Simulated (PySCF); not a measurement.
Rb: excitation energy

Rb [Kr] 5s1 (2S) → Rb [Kr] 5p1 (2P), as a difference of total energies. Computed with PySCF 2.14 in aug-cc-pwCVTZ-X2C (10s9p7d3f, 93 functions), with scalar relativity by spin-free X2C-1e. Correlated levels: valence and next inner shell: [Ar] 3d10 frozen. The calculations carry no spin-orbit coupling.

| method | excitation energy (eV) |
| --- | --- |
| UHF | 1.345 |
| MP2 (valence and next inner shell) | 1.555 |
| SCS-MP2 (valence and next inner shell) | 1.512 |
| CCSD (valence and next inner shell) | 1.550 |
| CCSD(T) (valence and next inner shell) | 1.567 |

Q: How much does correlation contribute at CCSD(T) (valence and next inner shell)?

A: 1.567 − (1.345) = 0.222 eV, measured against UHF.

Errors of the correlated levels include the incompleteness of this basis and the frozen core.

For comparison: 1.579 eV (measured; NIST levels, between the centres of gravity of the two terms).
